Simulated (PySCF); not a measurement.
Scandium: a sound run and one with changed settings

Sound run: Sc+ [Ar] 3d1 4s1, Sc(2+) [Ar] 3d1. All numbers are calculated (PySCF 2.14, scalar relativity by spin-free X2C-1e, in x2c-TZVPall). In the sound run the correlated levels freeze [Ar]. The sound run starts from symmetry-adapted Hartree-Fock orbitals and uses a fine grid where one is needed.

Changed run: basis STO-3G, all-electron and non-relativistic. This setting is unsound on purpose.

```csv
species,method,sound run (hartree),changed run (hartree),converged
Sc+,UHF,-763.07766,-751.82319,yes
Sc+,TPSS,-763.95932,-752.57565,yes
Sc+,MP2,-763.08035,-751.82319,yes
Sc(2+),UHF,-762.62829,-751.32350,yes
Sc(2+),TPSS,-763.48841,-752.04339,yes
```

Ionisation energy of Sc+:

```csv
method,sound run (eV),changed run (eV)
UHF,12.228,13.597
TPSS,12.814,14.484
r2SCAN,n/a,14.536
MP2,12.301,13.597
SCS-MP2,12.252,13.597
```

A minimal basis cannot let orbitals breathe on ionisation and holds almost no correlation. The Hamiltonian changed with the basis, so the totals do not compare.

For comparison, NIST gives 12.800 eV between the lowest levels.
